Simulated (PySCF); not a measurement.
## Dipole response of Sr⁺ (strontium, charge +1)

[Kr] 4d1, 2D determinant (an excited configuration). Computed with PySCF 2.14 in aug-cc-pVTZ-X2C, with the spin-free X2C one-electron Hamiltonian (Gaussian nucleus). Coupled (time-dependent) response in atomic units; α is the mean over directions.

```json
{"method": "UHF", "mean α (bohr³)": "92.49", "α xx, yy, zz": "130.8, 130.8, 15.96", "C₆ (like pair)": "370.0", "S(−4)": "69810"}
{"method": "PBE", "mean α (bohr³)": "84.02", "α xx, yy, zz": "117.6, 117.6, 16.79", "C₆ (like pair)": "367.7", "S(−4)": "41440"}
{"method": "PBE0", "mean α (bohr³)": "80.82", "α xx, yy, zz": "113.2, 113.2, 15.98", "C₆ (like pair)": "348.8", "S(−4)": "38520"}
```

S(−4) is the Cauchy moment in α(ω) = α(0) + S(−4) ω² + …

Spin-orbit coupling is absent.

α(iu) at PBE:

| u (hartree) | α(iu) (bohr³) |
| --- | --- |
| 0 | 84.02 |
| 0.0500 | 43.61 |
| 0.100 | 25.99 |
| 0.200 | 16.28 |
| 0.300 | 12.19 |
| 0.500 | 8.122 |
| 0.750 | 5.625 |
| 1.00 | 4.139 |
| 1.50 | 2.453 |
| 2.00 | 1.584 |
| 3.00 | 0.7942 |
| 5.00 | 0.3083 |

For an ion, C₆ is the dispersion term alone; charge-induced terms of lower order in 1/R come first.

The components differ because the open shell of this determinant is not spherical; for a pure term their mean is the scalar polarisability.
